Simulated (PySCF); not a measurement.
Xe⁺ (xenon, charge +1) across methods

[Kr] 4d10 5s2 5p4 5d1, one real determinant (an excited configuration). Computed with PySCF 2.14 in aug-cc-pVTZ-PP with one added diffuse shell each of d, f type with ECP28MDF (6s5p5d3f, 67 functions), with scalar relativity through the core potential.

| method | E (hartree) | mean ε 5p α (eV) | mean ε 5p β (eV) | mean ε 5d α (eV) | Σ⟨r²⟩ (bohr²) | ⟨S²⟩ |
| --- | --- | --- | --- | --- | --- | --- |
| PBE | -328.4659 | -19.779 | -18.241 | -6.536 | 55.95 | 3.753 |
| LDA | -328.0174 | -19.904 | -18.436 | -6.455 | 56.09 | 3.752 |
| r2SCAN | -328.5980 | -20.314 | -18.603 | -6.580 | 55.63 | 3.756 |
| PW91 | -328.5788 | -19.829 | -18.311 | -6.562 | 55.92 | 3.753 |
| UHF | -327.46475 | -25.043 | -22.493 | -9.094 | 56.05 | 3.763 |
| B97-3 | -328.5415 | -21.286 | -19.560 | -7.157 | 55.70 | 3.754 |
| M06 | -328.5487 | -20.952 | -19.265 | -7.055 | 55.91 | 3.753 |
| PBEsol | -328.1613 | -19.793 | -18.237 | -6.475 | 55.86 | 3.753 |

(1) Estimate the same row for PBE0.

⟨L²⟩ = 8.02 against 12 for a pure F term, so this real determinant mixes terms. Energies and moments cover only the electrons outside the core potential. The outer electron is Rydberg-like, and this basis confines it to a smaller radius and binds it less than a complete one would.

## Answers

(1) E (hartree) = -328.4946; mean ε 5p α (eV) = -21.302; mean ε 5p β (eV) = -19.547; mean ε 5d α (eV) = -7.263; Σ⟨r²⟩ (bohr²) = 55.65; ⟨S²⟩ = 3.755.
